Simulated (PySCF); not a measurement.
Level of theory: PBE-D3(BJ)/def2-TZVP // CAM-B3LYP-D3(BJ)/def2-TZVP in PySCF. Isolated molecules, 0 K electronic values unless said otherwise. Delta-SCF ions had no search for a lower state. 

Reference species (SMILES): `C(/C)([SiH3])=C\Cl` (neutral, multiplicity 1).

The LUMO comes out as -1.51 eV and the vertical ionisation energy (Delta-SCF) is 9.08 eV.

Changed species: `[SiH3]/C=C(/Cl)C`.

### Question
Predict the effect on the LUMO and vertical ionisation energy (Delta-SCF).

### Answer
the LUMO falls by 0.15 eV, to -1.66 eV; the vertical ionisation energy (Delta-SCF) goes up by 0.08 eV, to 9.16 eV.
